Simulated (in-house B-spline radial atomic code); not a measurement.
Configurations of the phosphorus ion P⁷⁺, with energies counted from [He] 2s2 (2p1/2)2 (2p3/2)2. Method: Dirac-Hartree-Fock, average of each configuration as written, Fermi nucleus of rms radius 3.1889 fm. Calculated with a B-spline radial code for spherical atoms. Energies include first-order Breit, QED and recoil terms.

Occupations are held fixed; configurations that lie above the ionisation limit could autoionise.

```tsv
configuration	E - E(ref) (eV)	highest orbital	its <r> (bohr)
[He] 2s2 (2p1/2)1 (2p3/2)2 3s1	184.48	3s1/2	1.28
[He] 2s2 (2p3/2)3 (4f7/2)1	262.24	4f7/2	2.24
[He] 2s2 (2p1/2)2 (2p3/2)1 (6d3/2)1	289.78	6d3/2	6.183
[He] 2s2 (2p1/2)2 (2p3/2)1 (6g9/2)1	290.47	6g9/2	5.499
[He] 2s1 (2p3/2)4 (4d5/2)1	308.62	4d5/2	2.499
[He] 2s1 (2p1/2)2 (2p3/2)2 (5d5/2)1	325.52	5d5/2	4.176
[He] 2s1 (2p1/2)2 (2p3/2)2 (5g7/2)1	326.51	5g7/2	3.437
```

(1) Order these further configurations by energy, lowest first.
A. [He] 2s2 (2p3/2)4
B. [He] 2s2 (2p1/2)1 (2p3/2)2 5s1
C. [He] 2s2 (2p1/2)1 (2p3/2)3
D. [He] 2s1 (2p1/2)2 (2p3/2)3
E. [He] 2s2 (2p1/2)2 (2p3/2)1 (6p1/2)1

(2) How far above the reference does [He] 2s1 (2p3/2)4 (4f7/2)1 lie?

(3) How far above the reference does [He] 2s1 (2p1/2)1 (2p3/2)3 (3d3/2)1 lie?

## Answers

(1) C (0.084291 eV), A (3.7296 eV), D (53.08 eV), B (272.87 eV), E (288.26 eV).

(2) 310.73 eV; its least bound orbital is 4f7/2 with <r> = 2.24 bohr.

(3) 260.5 eV; its least bound orbital is 3d3/2 with <r> = 1.224 bohr.
